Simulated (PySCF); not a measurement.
Ga(NCO)(OH)2 (CH2GaNO3), SMILES O=C=[N][Ga]([OH])[OH].

The structure is a stationary point at PBE-D3(BJ)/def2-SVP. The values are those of a single conformer.

All values below come from PySCF with PBE-D3(BJ)/def2-SVP.

Frequencies are harmonic and unscaled.

Task: List the normal modes with their intensities. (An estimate is asked for; the answer gives what the named calculation found.)

Result: 
| mode | ν (cm⁻¹) | IR (km/mol) | moving atoms (share of kinetic energy) |
|---|---|---|---|
| 1 | 30 | 0.8 | O 65 %, N 26 % |
| 2 | 45 | 1.7 | N 57 %, O 41 % |
| 3 | 165 | 4.0 | O 74 %, H 12 %, Ga 11 % |
| 4 | 175 | 37.2 | N 39 %, O 32 %, Ga 17 % |
| 5 | 181 | 22.6 | Ga 43 %, O 39 %, N 15 % |
| 6 | 305 | 7.3 | H 88 %, O 12 % |
| 7 | 346 | 186.6 | H 95 % |
| 8 | 439 | 41.4 | O 35 %, Ga 24 %, N 21 %, C 20 % |
| 9 | 584 | 19.2 | C 70 %, O 16 %, N 15 % |
| 10 | 585 | 21.2 | C 73 %, O 15 %, N 12 % |
| 11 | 676 | 63.5 | O 84 %, Ga 14 % |
| 12 | 728 | 115.9 | O 75 %, Ga 22 % |
| 13 | 827 | 30.3 | H 89 % |
| 14 | 861 | 159.5 | H 91 %, O 9 % |
| 15 | 1428 | 16.3 | N 56 %, O 42 % |
| 16 | 2368 | 1126.5 | C 70 %, N 17 %, O 12 % |
| 17 | 3733 | 105.9 | H 94 % |
| 18 | 3734 | 24.2 | H 94 % |
